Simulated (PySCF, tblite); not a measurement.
Isomers of [C8H12]+ (charge +1 and doublet state). Level: GFN2-xTB in tblite, geometry and Hessian alike; calculated harmonic values, unscaled, isolated species. Against measured fundamentals such values can be off by several per cent, at times by over 20. One conformer each. Open shells enter through the occupations alone, without spin polarisation, and single modes of such species can be off by tens of per cent.

Electronic energies: B3LYP/pcH-1 single points on the GFN2-xTB geometries (PySCF, gas phase).

| SMILES | electronic energy, lowest = 0 (kJ/mol) |
| --- | --- |
| [CH2+][CH][C@@]12CCC[C@@H]1C2 | 95.9 |
| C[C+]1[CH]C=CC1(C)C | 0.0 |
| CC[CH+][C]1C=C[C@H]1C | 144.5 |

Question: How do GFN2-xTB zero-point energies change the relative energies?

Answer: 
```tsv
SMILES	ZPE (kJ/mol)	of it from modes above 1550 cm⁻¹	electronic (kJ/mol)	with ZPE, lowest = 0 (kJ/mol)	lowest mode (cm⁻¹)	rings
C[C+]1[CH]C=CC1(C)C	448.3	219.2	0.0	0.0	43	1
[CH2+][CH][C@@]12CCC[C@@H]1C2	452.8	226.9	95.9	100.3	117	2
CC[CH+][C]1C=C[C@H]1C	443.5	226.4	144.5	139.7	43	1
```

The zero-point energies span 9.3 kJ/mol, from `CC[CH+][C]1C=C[C@H]1C` to `[CH2+][CH][C@@]12CCC[C@@H]1C2`. The order is unchanged.

Question: And how do the electronic energies of GFN2-xTB itself compare?

Answer: `C[C+]1[CH]C=CC1(C)C` 0.0; `[CH2+][CH][C@@]12CCC[C@@H]1C2` 28.3; `CC[CH+][C]1C=C[C@H]1C` 136.2 kJ/mol, lowest = 0. Against the energies above, taken from the same isomer `C[C+]1[CH]C=CC1(C)C`, the largest difference is 67.6 kJ/mol.
